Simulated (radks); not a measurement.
Spherical quantum dot in the effective-mass picture: electrons in a parabolic well V = omega^2 r^2 / 2 with omega = 0.188, all in effective atomic units (hartree* = m*/eps^2 hartree, bohr* = eps/m* bohr), one dielectric constant everywhere. Calculated with a radial shooting solver with Libxc functionals: non-relativistic Kohn-Sham, LDA (Slater exchange, Perdew-Wang correlation), spin-polarised, spherical densities. Levels are named by radial order and angular momentum (1s, 1p, 1d, 2s, ...), and open shells are averaged over m.

N = 19, configuration 1s2 1p6 1d10 2s(up 1, down 0). This is the lowest configuration that the search found. Occupied and some empty levels:

level    occupation  eigenvalue (hartree*)  <r> (bohr*)
1s up             1                 3.2952        4.970
1s down           1                 3.3028        5.201
1p up             3                 3.3475        5.975
1p down           3                 3.3505        6.022
1d up             5                 3.4115        6.592
1d down           5                 3.4135        6.597
2s up             1                 3.4371        5.182
2s down           0                 3.4536        5.218
1f up             0                 3.4871        7.057
1f down           0                 3.4890        7.053
2p up             0                 3.5342        5.845
2p down           0                 3.5426        5.935
1g up             0                 3.5731        7.445
1g down           0                 3.5751        7.442

Energy (hartree*): total 38.9673, kinetic 2.1694, external 13.820, Hartree 26.279, exchange-correlation -3.3019.

Electron density:

r (bohr*)  n(r) (e/bohr*^3)
0.579              0.009392
1.55               0.008380
2.51               0.007634
3.48               0.008046
4.45               0.009277
5.42               0.009945
6.38               0.008710
7.35               0.005670
8.32               0.002545
9.29              0.0007488
10.2              0.0001424
11.2             0.00001726
12.2              1.358e-06
